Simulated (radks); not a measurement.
Results of a calculation; reference values are marked as such.
Charge is removed step by step from the 1s1/2 level of the gold ion Au31+, starting from [Kr] 4d10 4f2. Level of theory: Dirac Kohn-Sham, PBE, spin-unpolarised, spherical densities, finite nucleus; open shells fill j = l - 1/2 first; Fermi nuclear charge, rms radius 5.4371 fm (a radial shooting solver on a logarithmic mesh with Libxc functionals).

removed (e)  E - E(0) (eV)  eigenvalue (eV)  E minus straight line (eV)
0                    0.000           -81741                       0.000
0.25                 20475           -82059                    -118.451
0.5                  41029           -82375                    -157.623
0.75                 61662           -82690                    -117.946
1                    82374           -83001                       0.000

Removing the whole electron costs 82374 eV by Delta-SCF, against 81741 eV from minus the eigenvalue at the starting occupation. Slater's transition state (half an electron removed) gives 82375 eV. Integrating minus the eigenvalue over the occupation (Janak's theorem) gives 82374 eV. The mean slope of the eigenvalue, de/dn, is 1260 eV per electron.
